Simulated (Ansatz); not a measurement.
The cluster Mg₃S₄⁻. Total charge -1; doublet. Geometry B3LYP-D4/def2-SVPD.

```xyz
7

Mg    1.052    1.790   -2.393
Mg   -0.257    0.929    0.756
Mg    0.555   -1.905   -1.589
S     0.319    2.866   -0.421
S    -0.693   -2.085    1.441
S     1.053   -0.876    1.736
S    -2.029   -0.718    0.471
```

At HF/def2-TZVPD the charge -1 doublet is spin-contaminated (final ⟨S²⟩ up to 1.01, 0.75 for a pure state). Another isomer (doublet) lies 2.48 eV lower at PBE0-D4/def2-TZVPD; other spin states weren't run for this one.

(1) Estimate the α-spin orbital energies around the gap (eV) in Ansatz with HF/def2-TZVPD, PBE-D4/def2-TZVPD, r2SCAN-D4/def2-TZVPD, B97M-V/def2-TZVPD, PBE0-D4/def2-TZVPD.

Answers

(1) 
```tsv
orbital	HF/def2-TZVPD	PBE-D4/def2-TZVPD	r2SCAN-D4/def2-TZVPD	B97M-V/def2-TZVPD	PBE0-D4/def2-TZVPD
HOMO−5	-6.34	-2.60	-2.83	-2.85	-3.66
HOMO−4	-6.09	-2.48	-2.76	-2.79	-3.61
HOMO−3	-5.36	-1.94	-2.14	-2.12	-2.98
HOMO−2	-4.65	-1.60	-1.73	-1.74	-2.43
HOMO−1	-4.18	-1.15	-1.35	-1.39	-2.13
HOMO	-3.37	-0.81	-1.00	-0.80	-1.51
LUMO	3.36	1.05	1.16	1.10	1.55
LUMO+1	3.37	1.09	1.24	1.29	1.83
LUMO+2	3.61	1.31	1.44	1.31	1.95
LUMO+3	3.75	1.52	1.68	1.70	2.20
LUMO+4	3.86	1.67	2.00	1.72	2.34
LUMO+5	3.89	2.08	2.23	2.10	2.63
β HOMO	-3.58	-1.09	-1.21	-1.28	-1.91
β LUMO	3.02	0.02	0.39	-0.14	0.60
```
